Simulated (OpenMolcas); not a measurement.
**What dynamic correlation does to the levels of Ar⁺**

```json
{
  "Program": "OpenMolcas 26.06",
  "Basis": "ANO-R2 [5s4p3d1f]",
  "Scalar Hamiltonian": "X2C, finite nucleus",
  "Active space": "7 electrons in 9 orbitals (RAS2 3s 3p; RAS3 3d, at most 2 electrons)",
  "State averaging": "2S+1 = 2 odd, 3 roots; 2S+1 = 2 even, 1 root",
  "Spin-orbit coupling": "state interaction with AMFI integrals over the reference wave functions, term energies averaged over their components"
}
```

Methods on the same reference wave functions:
A. RASSCF
B. SS-RASPT2, IPEA 0.25 Eh, imaginary shift 0.1 Eh (closed shells correlated: 2s 2p)

Energies in eV above 3s2 3p5 2P* 3/2, the measured ground level; measured values from NIST Handbook of Basic Atomic Spectroscopic Data.

| Level | A | B | Measured |
| --- | --- | --- | --- |
| 3s2 3p5 2P* 3/2 | 0.0000 | 0.0000 | 0.0000 |
| 3s2 3p5 2P* 1/2 | 0.1575 | 0.1575 | 0.1775 |
| 3s 3p6 2S 1/2 | 14.1127 | 14.098 | 13.4798 |

Deviations, from unrounded energies. A percentage is the sum of absolute deviations over the sum of measured energies, with the sign that they share, or ± where signs differ.

```json
{"Against measurement": "mean absolute deviation (cm-1)", "Levels": "2", "A": "2600", "B": "2600"}
{"Against measurement": "fine structure of the ground term (%)", "Levels": "1", "A": "-11.3", "B": "-11.3"}
{"Against measurement": "other configurations (%)", "Levels": "1", "A": "+4.7", "B": "+4.6"}
```

A, B lie about equally close to measurement. The largest miss of B in the table is 3s 3p6 2S 1/2, by +5000 cm-1. The ranking rests on the paired levels alone, and a cruder setting can come out closer through cancelling errors.

The lowest spin-free term lies below A's lowest term by 0.264 hartree in B.

Active for correlation alone: 3d; no level in the range computed is led by a configuration that fills it, so any true level of that kind is missing. Some terms mix strongly with configurations of 3d, whose occupation reaches 0.31 (3s 3p6 2S). Without dynamic correlation excited terms often stand tens of per cent too high (terms of higher spin than the ground term too low), and those without a measured partner can miss by more than the paired ones (holds for A). Computed and measured levels are paired by configuration, term and J; levels that our copy of the source lacks, or whose pairing is in doubt (as where it misses far off the trend of its configuration), stay unpaired and out of the deviations. Only configurations of the active space appear.

* marks odd parity.
